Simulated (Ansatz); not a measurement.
# quartet SiS2O(+) in separate pieces: levels of theory in one basis

| atom | x (Å) | y (Å) | z (Å) |
| --- | --- | --- | --- |
| Si | 0.0000 | 0.0000 | 0.5608 |
| O | 0.0000 | 0.0000 | -0.9815 |
| S | 21.0000 | 17.0000 | 19.9601 |
| S | 21.0000 | 17.0000 | 18.0399 |

Basis set: cc-pVTZ on O; cc-pV(T+d)Z on Si, S (spherical functions). Correlated methods keep 16 orbitals frozen. Correlation on ROHF uses semicanonical orbitals with singles. Charge 1, multiplicity 4.

Computed with Ansatz (development build ahead of 0.2.0); each method stands on the lowest determinant of its kind that the runs found.

```tsv
method	E − E(ROHF) (eV)	<S²> of the determinant
ROHF	0.00	3.75
UHF	-0.53	3.81
UHF-MP2	-15.79	3.81
```

Problem. What does ROHF-MP2 give on the same scale?

Solution. -16.08 eV.

Problem. Is a single determinant a sound starting point here?

Solution. By this sign, yes. Unrestricted orbitals gain 0.53 eV and <S²> is 3.81 against 3.75 for a pure state.
